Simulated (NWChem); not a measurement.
# GaPH$_{4}$; SMILES [PH2][GaH2]

All runs: NWChem. Each level has its own optimisation; frequencies are unscaled.

| level | r Ga–H (Å) | r Ga–P (Å) | r H–P (Å) | highest harmonic frequency (cm⁻¹) | lowest (cm⁻¹) | zero-point energy (kcal/mol) | dipole (D) |
|---|---|---|---|---|---|---|---|
| B3LYP/3-21G | 1.561 | 2.361 | 1.436 | 2311 | 260 | 18.7 | 1.42 |
| Hartree-Fock/STO-3G | 1.285 | 2.256 | 1.377 | 3081 | 330 | 23.2 | 0.61 |
| Hartree-Fock/3-21G | 1.573 | 2.379 | 1.418 | 2430 | 244 | 19.5 | 1.81 |
| PBE0/def2-SVP | 1.570 | 2.312 | 1.427 | 2433 | 225 | 19.1 | 0.87 |
